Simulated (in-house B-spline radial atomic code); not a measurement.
A fraction x of an electron is added to 2p in neutral boron, starting from [He] 2s2 2p1 and keeping the highest spin. Computed with a B-spline radial code for spherical atoms: non-relativistic PBEsol, spin-polarised, spherical fractional occupations, point nucleus.

```csv
x,E(x) - E(0) (eV),2p up level (eV)
0,0.0000,-3.977
0.1,-0.3584,-3.197
0.2,?,?
0.3,?,?
0.4,-0.9909,-1.079
0.5,-1.0676,-0.462
```

Q: What belongs in the row x = 0.2?

A: An energy change of -0.6406 eV; 2p up at -2.452 eV.

Q: What belongs in the row x = 0.3?

A: An energy change of -0.8501 eV; 2p up at -1.745 eV.

Q: Up to what added charge does this functional bind the extra electron?

A: The highest level rises by about 6.2 eV per electron near x = 0.5 and would reach zero near x = 0.57, so a whole extra electron isn't bound at the basis-set limit.
